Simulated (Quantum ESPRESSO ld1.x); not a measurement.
Q: The aim is neutral neodymium in [Xe] 4f4 6s2. What will ld1.x (Quantum ESPRESSO 7.5) do with this input?

```
 &input
    zed=60.0,
    iswitch=1,
    rel=2,
    dft='BLYP',
    config='[Xe] 4f4 6s2',
    lsmall=.true.,
    noscf=.true.,
    prefix='ld1',
    max_out_wfc=37,
    file_charge='ld1.rho',
 /
```

A: Ran as typed. With noscf the program prints the levels of a bare nucleus, with no screening and no total energy; they are not those of the atom.

Output (excerpt):

```
     Program LD1 v.7.5 starts

 classical turning point too close to mesh           5           1           1
 classical turning point too close to mesh           5           1          -2   [2 such lines]
     Message from routine scf:
     warning: at least one error in KS equations
     --------------------------- All-electron run ----------------------------

     dirac relativistic calculation

     atomic number is 60.00
     dft =BLYP   lsd =0 sic =0 latt =0  beta=0.20 tr2=1.0E-14
     Exchange-correlation= BLYP
                           (   1   3   1   3   0   0   0)
     mesh =2089 r(mesh) = 100.44953 a.u. xmin = -8.00 dx = 0.00800
     1 Ry =  13.60569312 eV, c = 137.03599908

     n l j   nl                  e(Ry)          e(Ha)          e(eV)
     Spin orbit split results
     1 0 0.5 1S 1( 2.00)     -3791.3647     -1895.6823    -51584.1444
     2 0 0.5 2S 1( 2.00)      -960.1132      -480.0566    -13063.0052
     2 1 0.5 2P 1( 2.00)      -960.1132      -480.0566    -13063.0052
     2 1 1.5 2P 1( 4.00)      -911.0498      -455.5249    -12395.4642
     3 0 0.5 3S 1( 2.00)      -421.1505      -210.5753     -5730.0446
     3 1 0.5 3P 1( 2.00)      -421.1505      -210.5753     -5730.0446
     3 1 1.5 3P 1( 4.00)      -406.5599      -203.2800     -5531.5293
     4 0 0.5 4S 1( 2.00)      -234.5852      -117.2926     -3191.6940
     4 1 0.5 4P 1( 2.00)      -234.5852      -117.2926     -3191.6940
     4 1 1.5 4P 1( 4.00)      -228.4573      -114.2286     -3108.3197
     3 2 1.5 3D 1( 4.00)      -406.5599      -203.2800     -5531.5293
     3 2 2.5 3D 1( 6.00)      -402.1530      -201.0765     -5471.5709
     5 0 0.5 5S 1( 2.00)      -149.1029       -74.5515     -2028.6485
     5 1 0.5 5P 1( 2.00)        -0.5600        -0.2800        -7.6192
     5 1 1.5 5P 1( 4.00)        -0.5600        -0.2800        -7.6192
     4 2 1.5 4D 1( 4.00)      -228.4573      -114.2286     -3108.3197
     4 2 2.5 4D 1( 6.00)      -226.5906      -113.2953     -3082.9225
     4 3 2.5 4F 1( 4.00)      -226.5906      -113.2953     -3082.9225
     4 3 3.5 4F 1( 0.00)      -225.6780      -112.8390     -3070.5060
     6 0 0.5 6S 1( 2.00)        -0.2278        -0.1139        -3.0991
     Averaged results
     1 0     1S 1( 2.00)     -3791.3647     -1895.6823    -51584.1444
     2 0     2S 1( 2.00)      -960.1132      -480.0566    -13063.0052
     2 1     2P 1( 6.00)      -927.4043      -463.7021    -12617.9779
     3 0     3S 1( 2.00)      -421.1505      -210.5753     -5730.0446
     3 1     3P 1( 6.00)      -411.4234      -205.7117     -5597.7010
     4 0     4S 1( 2.00)      -234.5852      -117.2926     -3191.6940
     4 1     4P 1( 6.00)      -230.4999      -115.2500     -3136.1112
     3 2     3D 1(10.00)      -403.9158      -201.9579     -5495.5543
     5 0     5S 1( 2.00)      -149.1029       -74.5515     -2028.6485
     5 1     5P 1( 6.00)        -0.5600        -0.2800        -7.6192
     4 2     4D 1(10.00)      -227.3373      -113.6686     -3093.0814
     4 3     4F 1( 4.00)      -226.0691      -113.0346     -3075.8274
     6 0     6S 1( 2.00)        -0.2278        -0.1139        -3.0991
```

Run on one thread of a shared host, so times are rough (Intel(R) Xeon(R) Processor @ 2.60GHz): 0.53 s of CPU time, 0.59 s wall on 2089 mesh points.
